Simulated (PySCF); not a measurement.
Cl5W, charge -1, multiplicity 3. Atoms are numbered in the order given.

```xyz
6

W      0.0000     0.0000     0.0000
Cl     0.0000     0.0000     2.4408
Cl     0.0000     0.0000    -2.4408
Cl     2.3198     0.0000     0.0000
Cl    -1.1599     2.0090     0.0000
Cl    -1.1599    -2.0090     0.0000
```
Charge -1, spin multiplicity 3.

The structure is a stationary point at B3LYP-D3(BJ)/def2-SVPD. The spin state was assumed, not searched. The def2 effective core potentials stand for the cores of W; spin–orbit coupling is left out.

Level of theory: PBE/def2-SVPD in PySCF.

```yaml
total_energy: -2366.84468 hartree
point_group: D3h
"α spin, highest occupied and lowest empty level": -0.94 and -0.08 eV
"β spin, highest occupied and lowest empty level": -3.00 and 0.52 eV
dipole_moment_about_the_centre_of_nuclear_charge: 0.00 D
mean_static_polarisability: 139.8 bohr³ (20.72 Å³)
polarisability_principal_values: 128.6, 128.6, 162.3 bohr³
"⟨S²⟩": 2.011 (pure state 2.00)
```
